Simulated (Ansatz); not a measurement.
Basis-set extrapolation for BH₄NOSi (`NB1O[SiH2]1`) (PBE0-D4/def2-TZVP geometry, frozen core, Ansatz). Multiplicity 1, RHF reference.

|  | def2-TZVPP | def2-QZVPP |
| --- | --- | --- |
| HF | -445.401950 | -445.418576 |
| MP2 correlation | -0.660425 | -0.709626 |
| CCSD(T) correlation | -0.714964 | not run |

Energies in hartree. Use E(X) = E(∞) + A·exp(−7.88·√X) for Hartree–Fock and E(X) = E(∞) + B·X^(−2.97) for correlation, with X = 3 and 4, and add CCSD(T) minus MP2 of the smaller set to the MP2 limit.

**Question.** What is the CCSD(T) energy at the basis-set limit?

**Answer.** HF limit: -445.418576 + (-0.016626) × 0.13774 = -445.42087. MP2 limit: -0.709626 + (-0.049201) × 0.74074 = -0.74607. Higher-order term: -0.714964 − (-0.660425) = -0.05454. Total: -446.22148 hartree, 65.6 kcal/mol below CCSD(T)/def2-TZVPP.
